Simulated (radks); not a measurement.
Values are calculated unless marked as measured or tabulated.
Initial-state core-level shifts of neutral technetium when its valence configuration changes from [Kr] 4d5 5s2. Level of theory: scalar-relativistic Kohn-Sham, PBE, spin-unpolarised, spherical densities, finite nucleus; Fermi nuclear charge, rms radius 4.4112 fm (a radial shooting solver on a logarithmic mesh with Libxc functionals). Shifts are changes of the shell-averaged eigenvalues in eV (positive: less bound); the change of the density at the nucleus, which sets a Mossbauer isomer shift, is in e/bohr^3, on a base of 1.023e+05.

valence              1s      2s      3p      4p  density at nucleus
4d5 5s1 5p1      -1.470  -1.431  -1.447  -1.475              -12.57
4d6 5s1          +3.132  +3.346  +3.288  +2.900              -16.87
4d5 5p2          -2.779  -2.704  -2.737  -2.787              -26.89
4d4 5s2 5p1      -5.157  -5.403  -5.308  -4.715               +8.15
4d4.5 5s2 5p0.5  -2.543  -2.656  -2.616  -2.355               +3.97
4d7              +5.574  +5.946  +5.867  +5.256              -29.53
4d5 5s1.5 5p0.5  -0.762  -0.742  -0.750  -0.765               -6.04
4d5.5 5s1 5p0.5  +0.877  +1.014  +0.971  +0.730              -14.84
4d5 5s0.5 5p1.5  -2.139  -2.082  -2.106  -2.146              -19.54
